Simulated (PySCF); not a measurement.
# Electron correlation in Sc+ (scandium, charge +1)

[Ar] 3d1 4p1, one real determinant (an excited configuration). All numbers are calculated (PySCF 2.14, the spin-free X2C one-electron Hamiltonian (Gaussian nucleus), in ANO-RCC-VTZP (6s5p3d2f1g, 59 functions)). Frozen: [Ar]; 2 electrons correlated.

Total MP2 correlation energy: -1.89 mhartree.

Same-spin part -1.89 and opposite-spin part 0.00 mhartree; SCS-MP2 scales them by 1/3 and 6/5 to -0.63 mhartree.

The basis was made for the ground configuration and has no added diffuse functions, which can raise the energy of the promoted electron.

The reference is one real determinant that mixes LS terms of this configuration.
